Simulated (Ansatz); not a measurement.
One change: `O=C(S)[TeH]` becomes `O=[C](S)[GaH2]`.

Ansatz, PBE0-D4/def2-TZVP geometries, multiplicity 1. Each molecule was computed in one conformer, which needn't be the lowest.

Elements past krypton have def2 core potentials. Scalar relativity is left out up to krypton.

```tsv
property	`O=C(S)[TeH]`
HOMO energy (PBE0/def2-TZVPP) / eV	-6.96
LUMO energy (B3LYP/def2-TZVPP) / eV	-2.01
LUMO energy (PBE0/def2-TZVPP) / eV	-1.80
HOMO–LUMO gap (PBE0/def2-TZVPP) / eV	5.15
HOMO energy (ωB97M-V/def2-TZVPP) / eV	-9.03
HOMO–LUMO gap (ωB97M-V/def2-TZVPP) / eV	9.14
```

**Question.** What does the change do to each property? (An estimate is asked.)

**Answer.** Ansatz gave: 
```
                               property  `O=[C](S)[GaH2]`  shift
     HOMO energy (PBE0/def2-TZVPP) / eV             -6.86   0.10
    LUMO energy (B3LYP/def2-TZVPP) / eV             -2.92  -0.91
     LUMO energy (PBE0/def2-TZVPP) / eV             -2.65  -0.85
   HOMO–LUMO gap (PBE0/def2-TZVPP) / eV              4.21  -0.94
  HOMO energy (ωB97M-V/def2-TZVPP) / eV             -8.99   0.04
HOMO–LUMO gap (ωB97M-V/def2-TZVPP) / eV              8.15  -0.99
```

With PBE0 the HOMO rises by 0.10 eV and the LUMO falls by 0.85 eV, so the gap narrows by about 0.95 eV. PBE moves the HOMO by 0.29 eV and ωB97M-V by 0.04 eV.

B3LYP here is the variant with VWN-RPA as its local correlation; programs differ in this.

Spin–orbit coupling is left out; it splits and shifts lone-pair levels of the heavy atoms by tenths of an eV.
